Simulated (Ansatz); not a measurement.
The Al1–H2 bond of AlClFH (SMILES [F][AlH][Cl]) is stretched (multiplicity 1, the rest rigid).
Geometry at rest (charge 0, multiplicity 1):
```
atom    x (Å)    y (Å)    z (Å)
----  -------  -------  -------
Al    -0.5612   0.1772  -0.4707
H     -1.7558  -0.3699  -1.3032
F     -0.2159   1.7862  -0.4960
Cl     0.6468  -1.0594   0.6992
```

Correlated levels freeze the cores.

Run with Ansatz (Gaussian orbitals). 

FIC-MRCISD+Q on CASSCF(2,2)/cc-pV(T+d)Z, total energies (hartree):

| R (Å) | CASSCF | MRCISD | weight c² of the reference |
|---|---|---|---|
| 1.555 | -801.675391 | -802.147147 | 0.89404 |
| 2.722 | -801.587074 | -802.049322 | 0.89570 |
| 4.977 | -801.552028 | -802.010529 | 0.89703 |

Problem. Add the Davidson correction (E_MRCISD − E_CASSCF)(1 − c²)/c² and give the energies above the first point at the three levels.

Solution. 
Corrections (hartree): -0.055911, -0.053828, -0.052630. Above the first point (kcal/mol):
- R = 2.722 Å: CASSCF 55.4, MRCISD 61.4, with the correction 62.7
- R = 4.977 Å: CASSCF 77.4, MRCISD 85.7, with the correction 87.8

Ansatz is a program for electronic structure.
